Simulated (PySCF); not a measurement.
Structure problem from calculated spectra and properties.

Formula: C2H12BNSi2.

| Quantity | Value |
| --- | --- |
| UV, strongest line | among the 10 lowest singlet transitions: S3 at 7.26 eV (171 nm, f = 0.199) [TDDFT wB97X-D/def2-SVPD] |
| 13C NMR | chemical shifts (computed TMS as zero) by class: 7.9 (2 C) ppm [GIAO B97-2/pcSseg-1] |
| NMR, other nuclei | isotropic shieldings of nuclei other than C and H, by class: 52 (1 B), 171 (1 N), 406 (1 Si), 459 (1 Si) ppm [GIAO B97-2/pcSseg-1] |
| Triplet | lowest triplet excitation (Tamm–Dancoff): 5.91 eV [TDA wB97X-D/def2-SVPD] |
| Dipole | 0.72 D [wB97X-D/def2-SVPD] |
| 1H NMR | chemical shifts (computed TMS as zero) by class: 4.88 (2 H), 3.43 (3 H), 3.16 (1 H), 0.43 (6 H) ppm [GIAO B97-2/pcSseg-1] |
| Valence photoelectron | vertical ionisation energy: 9.43 eV [ΔSCF wB97X-D/def2-SVPD] |
| UV, first state | lowest singlet excitation: 6.44 eV (193 nm, f = 0.010) [TDDFT wB97X-D/def2-SVPD] |
| Rotational structure | rotational constants A, B, C: 3.525, 1.083, 0.976 GHz [PBE0-D3(BJ)/def2-SVP] |

Gas-phase values; electronic properties from PySCF, density fitting. Levels stand in brackets. Geometry: PBE0-D3(BJ)/def2-SVP, one conformer, isolated molecule. NMR classes are plain means over equivalent atoms (diastereotopic ones count apart unless rotation or inversion swaps them), as if these changed places fast.

Question: Give a SMILES that accounts for the data.

Answer: Numbering: `[CH3:1][B:2]([CH3:3])[NH:4][SiH2:5][SiH3:6]`. 2 carbons fall into 1 class: sp3 carbon bound to boron [C1/C3] (7.9 ppm, 2 C, up to 3.5 ppm apart in this geometry). Hydrogen classes from least to most shielded: 2 H on an SiH2 silicon, Si5 (4.88 ppm), 3 H on an SiH3 silicon, Si6 (3.43 ppm), 1 H on a silicon-bound nitrogen, N4 (3.16 ppm), 6 H on 2 like atoms (sp3 carbon bound to boron), C1/C3 (0.43 ppm, a mean of values up to 0.6 ppm apart in this geometry). The other shieldings belong to: 52 ppm, three-coordinate boron [B2]; 171 ppm, silicon-bound nitrogen [N4]; 406 ppm, SiH2 silicon [Si5]; 459 ppm, SiH3 silicon [Si6]. The first electron is taken from the HOMO, whose largest Löwdin shares are 0.29 on the silicon-bound nitrogen, 0.22 on the SiH3 silicon, 0.21 on the SiH2 silicon and 0.06 on an Si–H hydrogen. The optimised geometry has point group C1 and is an asymmetric top. Structure: `CB(C)N[SiH2][SiH3]`. Computed isomers that give other values at the same levels: `CB(C)N([SiH3])[SiH3]` (lowest singlet excitation: 7.02 eV (177 nm, f = 0.029)). The assignments are read from this structure; whether some other isomer fits the data as well wasn't checked.

The values belong to the conformer `[CH3:1][B:2]([CH3:3])[NH:4][SiH2:5][SiH3:6]`: C1–B2–N4–Si5 2°, B2–N4–Si5–Si6 68°.
